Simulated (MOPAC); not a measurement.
MOPAC input (PM7):

```
PM7 PRECISE GNORM=0.05 LET XYZ UHF MS=0.5 GEO-OK AUX(PRECISION=9) THREADS=1
C2H3O

C    -0.76620700 1    0.74042900 1    0.67423100 1
C     0.14821200 1    0.33594800 1   -0.16934900 1
O     0.52424200 1   -0.95057400 1   -0.42524200 1
H    -1.20617500 1    1.65582300 1    1.02155800 1
H     0.72267400 1    1.03371600 1   -0.77663800 1
H    -0.00245800 1   -1.54321000 1    0.12772700 1
```

Output:

```
 *******************************************************************************
 **                                                                           **
 **                              MOPAC v23.2.5                                **
 **                                                                           **
 *******************************************************************************
 ** MOPAC's Digital Object Identifier: https://doi.org/10.5281/zenodo.6511958 **
 **                                                                           **
 ** Please cite the open-source release paper for use of this MOPAC version:  **
 ** J. E. Moussa and J. J. P. Stewart (2026)                                  **
 ** MOPAC: An open-source semiempirical molecular orbital program             **
 ** J. Open Source Softw., 11(119), 8025, https://doi.org/10.21105/joss.08025 **
 *******************************************************************************

                              PM7 CALCULATION RESULTS

 *******************************************************************************
 *  PM7        - The PM7 Hamiltonian to be used
 *  GEO-OK     - OVERRIDE INTERATOMIC DISTANCE AND OTHER SAFETY CHECKS
 *  UHF        - UNRESTRICTED HARTREE-FOCK CALCULATION
 *  MS=        - IN MECI, MAGNETIC COMPONENT OF SPIN =  0.5
 *  LET        - OVERRIDE SOME SAFETY CHECKS
 *  PRECISE    - TIGHTER CRITERIA TO BE USED
 *  XYZ        - CARTESIAN COORDINATE SYSTEM TO BE USED
 *  GNORM      - EXIT WHEN GRADIENT NORM DROPS BELOW 0.050
 *  AUX        - OUTPUT AUXILIARY INFORMATION
 *******************************************************************************
PM7 PRECISE GNORM=0.05 LET XYZ UHF MS=0.5 GEO-OK AUX(PRECISION=9) THREADS=1
 C2H3O

   ATOM   CHEMICAL          X               Y               Z
  NUMBER   SYMBOL      (ANGSTROMS)     (ANGSTROMS)     (ANGSTROMS)

     1       C         -0.76620700  *   0.74042900  *   0.67423100  *
     2       C          0.14821200  *   0.33594800  *  -0.16934900  *
     3       O          0.52424200  *  -0.95057400  *  -0.42524200  *
     4       H         -1.20617500  *   1.65582300  *   1.02155800  *
     5       H          0.72267400  *   1.03371600  *  -0.77663800  *
     6       H         -0.00245800  *  -1.54321000  *   0.12772700  *

          CARTESIAN COORDINATES

    NO.       ATOM           X           Y           Z

     1         C         -0.7662      0.7404      0.6742
     2         C          0.1482      0.3359     -0.1693
     3         O          0.5242     -0.9506     -0.4252
     4         H         -1.2062      1.6558      1.0216
     5         H          0.7227      1.0337     -0.7766
     6         H         -0.0025     -1.5432      0.1277

 General Reference for PM7:
 "Optimization of Parameters for Semiempirical Methods VI: More Modifications to the
 NDDO Approximations and Re-optimization of Parameters", J. J. P. Stewart, J. Mol. Mod., 1:32, 19 (2013)
 https://link.springer.com/article/10.1007/s00894-012-1667-x

           Empirical Formula: C2 H3 O  =     6 atoms

      MOLECULAR POINT GROUP   :   Cs

          UHF CALCULATION, NO. OF ALPHA ELECTRONS =    9
                           NO. OF BETA  ELECTRONS =    8

          Geometry optimization using EF

          DIAGONAL MATRIX USED AS START HESSIAN

 CYCLE:     1  GRAD.:   187.398 HEAT:  21.81709
 CYCLE:     2  GRAD.:   325.788 HEAT:  59.81742
 CYCLE:     3  GRAD.:   239.155 HEAT:  38.74356
 CYCLE:     4  GRAD.:   914.917 HEAT:  89.61311
 CYCLE:     5  GRAD.:   173.915 HEAT:  27.95823
 CYCLE:     6  GRAD.:   246.542 HEAT:  34.03851
 CYCLE:     7  GRAD.:   118.088 HEAT:  22.34977
 CYCLE:     8  GRAD.:   353.107 HEAT:  36.46494
 CYCLE:     9  GRAD.:   135.099 HEAT:  22.55335
 CYCLE:    10  GRAD.:   258.104 HEAT:  34.38503
 CYCLE:    11  GRAD.:    48.774 HEAT:  16.59406
 CYCLE:    12  GRAD.:    64.161 HEAT:  16.44016
 CYCLE:    13  GRAD.:    13.508 HEAT:  16.06012
 CYCLE:    14  GRAD.:    21.846 HEAT:  15.83885
 CYCLE:    15  GRAD.:    21.045 HEAT:  15.61023
 CYCLE:    16  GRAD.:     8.036 HEAT:  15.45971
 CYCLE:    17  GRAD.:     3.030 HEAT:  15.40725
 CYCLE:    18  GRAD.:     2.872 HEAT:  15.39482
 CYCLE:    19  GRAD.:     1.181 HEAT:  15.38956
 CYCLE:    20  GRAD.:     0.806 HEAT:  15.38874
 CYCLE:    21  GRAD.:     0.086 HEAT:  15.38868
 CYCLE:    22  GRAD.:     0.131 HEAT:  15.38868
 CYCLE:    23  GRAD.:     0.016 HEAT:  15.38868

     GRADIENT =  0.01596 IS LESS THAN CUTOFF =  0.05000

 -------------------------------------------------------------------------------
 PM7 PRECISE GNORM=0.05 LET XYZ UHF MS=0.5 GEO-OK AUX(PRECISION=9) THREADS=1
 C2H3O

     GEOMETRY OPTIMISED USING EIGENVECTOR FOLLOWING (EF).
     SCF FIELD WAS ACHIEVED

                              PM7 CALCULATION
                                                       MOPAC v23.2.5 Linux

          FINAL HEAT OF FORMATION =         15.38868 KCAL/MOL =      64.38623 KJ/MOL

          COSMO AREA              =         80.50 SQUARE ANGSTROMS
          COSMO VOLUME            =         62.26 CUBIC ANGSTROMS

          GRADIENT NORM           =          0.01596          =       0.00652 PER ATOM
          IONIZATION POTENTIAL    =          9.728646 EV
          ALPHA SOMO LUMO (EV)    =         -9.891  0.956
          BETA  SOMO LUMO (EV)    =         -9.729 -0.159
          NO. OF ALPHA ELECTRONS  =          9
          NO. OF BETA  ELECTRONS  =          8
          MOLECULAR WEIGHT        =         43.0451         POINT GROUP:  Cs

          MOLECULAR DIMENSIONS (Angstroms)

            Atom       Atom       Distance
            H     4    O     3     3.30951
            H     6    H     5     2.78965
            H     4    H     5     0.00000

          SCF CALCULATIONS        =         24

   ATOM   CHEMICAL          X               Y               Z
  NUMBER   SYMBOL      (ANGSTROMS)     (ANGSTROMS)     (ANGSTROMS)

     1       C         -0.71476929  *   0.83927053  *   0.61689955  *
     2       C          0.19674076  *   0.37623597  *  -0.21913470  *
     3       O          0.47798150  *  -0.94710690  *  -0.38118501  *
     4       H         -1.40851611  *   1.22832126  *   1.25022562  *
     5       H          0.84244082  *   0.94324068  *  -0.88408030  *
     6       H         -0.08066403  *  -1.51933278  *   0.20074603  *

                             CARTESIAN COORDINATES

   1    C       -0.714769295     0.839270531     0.616899550
   2    C        0.196740757     0.376235966    -0.219134705
   3    O        0.477981505    -0.947106903    -0.381185015
   4    H       -1.408516110     1.228321265     1.250225618
   5    H        0.842440817     0.943240676    -0.884080296
   6    H       -0.080664026    -1.519332776     0.200746027

           Empirical Formula: C2 H3 O  =     6 atoms

      MOLECULAR POINT GROUP   :   Cs

          ALPHA EIGENVALUES
 -30.51175 -25.63072 -20.90316 -17.47431 -16.07536 -13.82579 -13.56471 -10.13290
  -9.89051   0.95620   2.62094   4.88205   5.07311   5.81427   6.45996

           BETA EIGENVALUES
 -30.25612 -25.38868 -20.64634 -17.25823 -15.77561 -13.89581 -13.42179  -9.72865
  -0.15866   1.14615   3.06375   5.10319   5.19508   5.89992   6.70078

              NET ATOMIC CHARGES AND DIPOLE CONTRIBUTIONS

  ATOM NO.   TYPE          CHARGE      No. of ELECS.   s-Pop       p-Pop
    1          C          -0.332311        4.3323     1.16956     3.16275
    2          C           0.110546        3.8895     1.09643     2.79303
    3          O          -0.458712        6.4587     1.84488     4.61383
    4          H           0.183456        0.8165     0.81654
    5          H           0.176468        0.8235     0.82353
    6          H           0.320553        0.6794     0.67945
 DIPOLE           X         Y         Z       TOTAL
 POINT-CHG.    -0.459     0.489     0.400     0.781
 HYBRID        -0.142    -0.406     0.169     0.462
 SUM           -0.601     0.083     0.569     0.832

          ATOMIC ORBITAL ELECTRON POPULATIONS

     Atom    s        px        py        pz
    1  C   1.16956   1.07963   1.00091   1.08221
    2  C   1.09643   0.98503   0.81727   0.99073
    3  O   1.84488   1.66428   1.26698   1.68257
    4  H   0.81654
    5  H   0.82353
    6  H   0.67945

                    (SZ)    =    0.500000
                    (S**2)  =    0.805895

          ATOMIC ORBITAL SPIN POPULATIONS

    Atom   Total    s     px     py     pz
         Atomic
    1  C  1.2102  0.032  0.171  0.797  0.210
    2  C -0.2659 -0.011 -0.105 -0.036 -0.113
    3  O  0.0544  0.002  0.005  0.048 -0.002
    4  H -0.0301 -0.030
    5  H  0.0348  0.035
    6  H -0.0033 -0.003

 **********************
 *                    *
 * JOB ENDED NORMALLY *
 *                    *
 **********************

 == MOPAC DONE ==
```

The geometry given is a B3LYP-D3(BJ)/def2-TZVP minimum.
